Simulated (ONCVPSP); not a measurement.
# Scattering properties, ONCV potential for phosphorus

```json
{
 "Element": "P (Z = 15)",
 "Generator": "ONCVPSP 4.0.1",
 "Type": "optimised norm-conserving Vanderbilt (ONCV)",
 "Functional": "LDA (Perdew-Wang 92)",
 "Relativity": "scalar-relativistic",
 "Frozen core": "[Ne]",
 "Valence charge": "5",
 "Reference configuration": "3s2 3p2.75 (charge +0.25)",
 "Partial waves": "3s: rc 1.35 bohr, ncon 5, nbas 8, qcut 4.9 1/bohr, local; 3p: rc 1.90 bohr, ncon 4, nbas 9, qcut 3.9 1/bohr, 2 projectors, debl 3.1 Ha; d scattering state at 0.03 Ha: rc 1.50 bohr, ncon 4, nbas 7, qcut 6.7 1/bohr, 2 projectors, debl 1.6 Ha",
 "Local potential": "the s channel",
 "Core correction": "Teter function fitted to the true core (icmod 2), fcfact 0.75"
}
```

The phase is arctan(r·R′/R) of the radial function R(r), unwrapped; energies in Ha, scanned from -2 to 5 Ha. A pole is an energy at which the radial function vanishes at the test radius. The pseudo phase is shifted by a multiple of π to meet the all-electron one at the reference energy, and phase errors are pseudo minus all-electron; the curves can meet again beyond the range given. Levels narrower than the energy grid can be missing from the lists of poles.

Question: For each channel, where are the poles, and over which energies does the pseudopotential scatter like the atom?

Answer:

```tsv
channel	radius (bohr)	reference energy (Ha)	poles, all-electron	poles, pseudo	unbroken range about the reference energy with phases within 0.05 rad	phase error 1 Ha above the reference energy (rad)
s	1.37	-0.59	4.13	3.06	below 2.4	-0.014
p	1.93	-0.28	1.19	1.19	the whole range	-0.001
d	1.53	0.03	2.88	2.88	the whole range	+0.000
```

Phases in the d channel:

```
E (Ha)  all-electron  pseudo
 -1.98         1.104   1.104
 -1.80         1.075   1.075
 -1.62         1.041   1.041
 -1.44         1.000   1.000
 -1.26         0.952   0.952
 -1.08         0.892   0.892
 -0.90         0.819   0.819
 -0.72         0.727   0.727
 -0.54         0.609   0.609
 -0.36         0.459   0.459
 -0.18         0.268   0.268
  0.00         0.039   0.039
  0.18        -0.214  -0.214
  0.36        -0.463  -0.463
  0.54        -0.681  -0.681
  0.72        -0.859  -0.859
  0.90        -0.999  -0.999
  1.08        -1.109  -1.109
  1.26        -1.196  -1.196
  1.44        -1.267  -1.267
  1.62        -1.325  -1.325
  1.80        -1.374  -1.374
  1.98        -1.416  -1.416
  2.16        -1.453  -1.453
  2.34        -1.486  -1.486
  2.52        -1.516  -1.516
  2.70        -1.544  -1.544
  2.88        -1.570  -1.570
  3.06        -1.596  -1.596
  3.24        -1.621  -1.621
  3.42        -1.646  -1.645
  3.60        -1.672  -1.671
  3.78        -1.699  -1.698
  3.96        -1.728  -1.727
  4.14        -1.760  -1.758
  4.32        -1.795  -1.793
  4.50        -1.837  -1.834
  4.68        -1.886  -1.882
  4.86        -1.947  -1.940
```
